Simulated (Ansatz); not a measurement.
The cluster Cs₃F₃⁺, 6 atoms. Hardware: 4 threads of Arm Neoverse V1 on a shared host.

In the def2 sets Cs takes a core potential; there is no spin–orbit coupling. Correlated methods freeze 3 core orbitals; core or outer-core shells of Cs are correlated, in sets that lack core-valence functions. In CCSD on the charge 1 doublet the largest single amplitude is 0.47, so its Hartree–Fock determinant may place the open shell otherwise than the density functionals do.

How many basis functions does each of these Ansatz runs have, and roughly what does it cost? PBE-D4/def2-TZVP, charge 1 doublet, energy and forces, from earlier orbitals; PBE0-D4/def2-SVP, charge 1 doublet, relaxation, 14 steps; LC-ωPBE/def2-TZVP, charge 1 doublet, energy, from earlier orbitals; PBE-D4/def2-SVP, charge 1 doublet, energy with a search over starts; CCSD(T)/def2-SVP, charge 1 doublet, energy, from earlier orbitals; r2SCAN-D4/def2-TZVP, charge 1 doublet, energy, from earlier orbitals; MP2/def2-TZVP, charge 1 doublet, energy, from earlier orbitals; ωB97M-V/def2-TZVP, charge 1 doublet, energy, from earlier orbitals; PBE0-D4/def2-TZVP, charge 1 doublet, energy, from earlier orbitals; PBE-D4/def2-SVP, charge 1 doublet, energy, from earlier orbitals; PBE0-D4/def2-SVP, charge 1 doublet, energy, from earlier orbitals; B3LYP-D4/def2-TZVP, charge 1 doublet, energy, from earlier orbitals.

Other jobs shared the machine, so times can vary by a factor of up to 3. A dash marks memory too small to be measured apart from the calling script's.

```json
{"run": "MP2/def2-TZVP, charge 1 doublet, energy, from earlier orbitals", "functions": "180", "fitting or Cholesky vectors": "1443", "wall time": "4.5 s", "peak host memory (GiB)": "–"}
{"run": "PBE0-D4/def2-SVP, charge 1 doublet, energy, from earlier orbitals", "functions": "114", "fitting or Cholesky vectors": "1075", "wall time": "4.8 s", "peak host memory (GiB)": "–"}
{"run": "LC-ωPBE/def2-TZVP, charge 1 doublet, energy, from earlier orbitals", "functions": "180", "fitting or Cholesky vectors": "1422", "wall time": "8 s", "peak host memory (GiB)": "0.55"}
{"run": "PBE0-D4/def2-TZVP, charge 1 doublet, energy, from earlier orbitals", "functions": "180", "fitting or Cholesky vectors": "1422", "wall time": "9 s", "peak host memory (GiB)": "0.67"}
{"run": "B3LYP-D4/def2-TZVP, charge 1 doublet, energy, from earlier orbitals", "functions": "180", "fitting or Cholesky vectors": "1422", "wall time": "9.5 s", "peak host memory (GiB)": "0.67"}
{"run": "PBE-D4/def2-SVP, charge 1 doublet, energy, from earlier orbitals", "functions": "114", "fitting or Cholesky vectors": "1206", "wall time": "13 s", "peak host memory (GiB)": "–"}
{"run": "r2SCAN-D4/def2-TZVP, charge 1 doublet, energy, from earlier orbitals", "functions": "180", "fitting or Cholesky vectors": "1422", "wall time": "17 s", "peak host memory (GiB)": "0.55"}
{"run": "ωB97M-V/def2-TZVP, charge 1 doublet, energy, from earlier orbitals", "functions": "180", "fitting or Cholesky vectors": "1422", "wall time": "31 s", "peak host memory (GiB)": "1.4"}
{"run": "PBE-D4/def2-TZVP, charge 1 doublet, energy and forces, from earlier orbitals", "functions": "180", "fitting or Cholesky vectors": "1422", "wall time": "33 s", "peak host memory (GiB)": "0.57"}
{"run": "PBE-D4/def2-SVP, charge 1 doublet, energy with a search over starts", "functions": "114", "fitting or Cholesky vectors": "1206", "wall time": "42 s", "peak host memory (GiB)": "–"}
{"run": "PBE0-D4/def2-SVP, charge 1 doublet, relaxation, 14 steps", "functions": "114", "fitting or Cholesky vectors": "1158", "wall time": "93 s", "peak host memory (GiB)": "–"}
{"run": "CCSD(T)/def2-SVP, charge 1 doublet, energy, from earlier orbitals", "functions": "114", "fitting or Cholesky vectors": "1075", "wall time": "2.5 min", "peak host memory (GiB)": "2"}
```
